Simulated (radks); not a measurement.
Species: Hg II. Configuration: [Xe] 4f14 5d10 6s1 (the NIST ground configuration). Calculated with a radial shooting solver on a logarithmic mesh with Libxc functionals: scalar-relativistic Kohn-Sham, r2SCAN, spin-polarised, spherical densities, finite nucleus; open shells are filled with parallel spins first (spin-orbit coupling, left out, can overturn this in heavy ions); meta-GGA in the generalised Kohn-Sham scheme; Fermi nuclear charge, rms radius 5.4648 fm.

Unscreened Slater integrals over Kohn-Sham orbitals (hartree). They are taken over the spin-up orbitals.

F0(6s,6s): 0.36344
F0(6s,5d): 0.42945
G2(6s,5d): 0.10187
F0(6s,5p): 0.45249
G1(6s,5p): 0.032618
F0(6s,4f): 0.47846
G3(6s,4f): 0.012430
F0(5d,5d): 0.61521
F2(5d,5d): 0.31497
F4(5d,5d): 0.20741
F0(5d,5p): 0.70797
F2(5d,5p): 0.34635
G1(5d,5p): 0.41599
G3(5d,5p): 0.25681
F0(5d,4f): 0.80533
F2(5d,4f): 0.18327
F4(5d,4f): 0.084431
G1(5d,4f): 0.056701
G3(5d,4f): 0.054507
G5(5d,4f): 0.043933
F0(5p,5p): 0.86269
F2(5p,5p): 0.46445
F0(5p,4f): 1.0660
F2(5p,4f): 0.32800
G2(5p,4f): 0.12025
G4(5p,4f): 0.10286
F0(4f,4f): 1.8937
F2(4f,4f): 0.94564
F4(4f,4f): 0.60339
F6(4f,4f): 0.43712
